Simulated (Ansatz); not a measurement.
The same molecule with X = B, Al, Ga. Ansatz, PBE0-D4/def2-TZVP geometries, multiplicity 1. Each molecule was computed in one conformer, which needn't be the lowest.

Scalar relativity is left out up to krypton.

| X | molecule | mean X–H bond length / Å | mean X–S bond length / Å | mean X–Si bond length / Å | LUMO energy (PBE/def2-TZVPP) / eV | HOMO–LUMO gap (B3LYP/def2-TZVPP) / eV | HOMO energy (PBE0/def2-TZVPP) / eV |
| --- | --- | --- | --- | --- | --- | --- | --- |
| Al | `[SiH3][AlH][S][SiH3]` | 1.583 | 2.186 | 2.453 | -2.66 | 5.41 | -7.69 |
| Ga | `[SiH3][S][GaH][SiH3]` | 1.570 | 2.211 | 2.403 | -2.74 | 5.19 | -7.63 |

Give the row for X = B, `[SiH3]BS[SiH3]`. (Estimate.)

The calculation gave: 
```
X          molecule  mean X–H bond length / Å  mean X–S bond length / Å  mean X–Si bond length / Å  LUMO energy (PBE/def2-TZVPP) / eV  HOMO–LUMO gap (B3LYP/def2-TZVPP) / eV  HOMO energy (PBE0/def2-TZVPP) / eV
B  `[SiH3]BS[SiH3]`                     1.198                     1.774                      2.010                              -2.91                                   5.68                               -8.03
```

From B to Ga the mean X–H bond length isn't monotonic: highest at Al, lowest at B; the mean X–S bond length rises at each step, by 0.437 Å in all; the mean X–Si bond length isn't monotonic: highest at Al, lowest at B; the LUMO energy (PBE/def2-TZVPP) isn't monotonic: highest at Al, lowest at B; the HOMO–LUMO gap (B3LYP/def2-TZVPP) falls at each step, by 0.49 eV in all; the HOMO energy (PBE0/def2-TZVPP) rises at each step, by 0.40 eV in all.

B3LYP here is the variant with VWN-RPA as its local correlation; programs differ in this.
